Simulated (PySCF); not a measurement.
Bicyclo[2.2.2]octane, C8H14.
Structure used (PBE0-D3(BJ)/def2-SVP), in Å, numbered top down from 1:
```
atom  x, y, z in Å
C1     0.376   -1.248   -1.026
C2     1.215    0.044   -1.159
C3     0.683    1.105   -0.191
C4    -0.804    1.341   -0.473
C5    -1.596    0.042   -0.201
C6    -0.624   -1.096    0.124
C7     0.135   -0.757    1.409
C8     0.849    0.605    1.247
H9     1.023   -2.121   -0.842
H10   -0.170   -1.460   -1.959
H11    2.277   -0.153   -0.937
H12    1.182    0.430   -2.190
H13    1.241    2.045   -0.326
H14   -1.175    2.166    0.155
H15   -0.930    1.667   -1.518
H16   -2.212   -0.232   -1.073
H17   -2.295    0.176    0.641
H18   -1.183   -2.036    0.258
H19    0.861   -1.558    1.627
H20   -0.564   -0.735    2.261
H21    1.920    0.520    1.490
H22    0.433    1.352    1.942
```

All values: PBE0/pcSseg-1 (PySCF, non-relativistic), on one gas-phase PBE0-D3(BJ)/def2-SVP geometry that isn't relaxed in the solvent. The solvent is an IEF-PCM continuum (cavity from Bondi-type radii × 1.2). Only the electrostatic response of the medium enters.

Gas phase at PBE0/pcSseg-1: HOMO -7.94 eV, LUMO 1.05 eV, dipole 0.00 D.

Question: What does the continuum do to the energy, the frontier levels and the dipole at PBE0/pcSseg-1 in cyclohexane and tetrahydrofuran?

Answer: 
```
        solvent      ε  E(solvent) − E(gas) (kcal/mol)  polarisation term (kcal/mol)  distortion of the solute (kcal/mol)  HOMO (eV)  LUMO (eV)  dipole (D)
    cyclohexane  2.017                           -0.22                         -0.23                                 0.01      -7.88       1.12        0.00
tetrahydrofuran  7.426                           -0.47                         -0.48                                 0.01      -7.84       1.17        0.00
```

The polarisation term is half the interaction of the solute with the surface charges that it induces; the rest is the cost of distorting the solute's density. The sum is the electrostatic part of solvation alone.

Rough CPU time on one thread of a shared machine: about 60 s. This is the whole shielding run at PBE0/pcSseg-1 in tetrahydrofuran, SCF included.
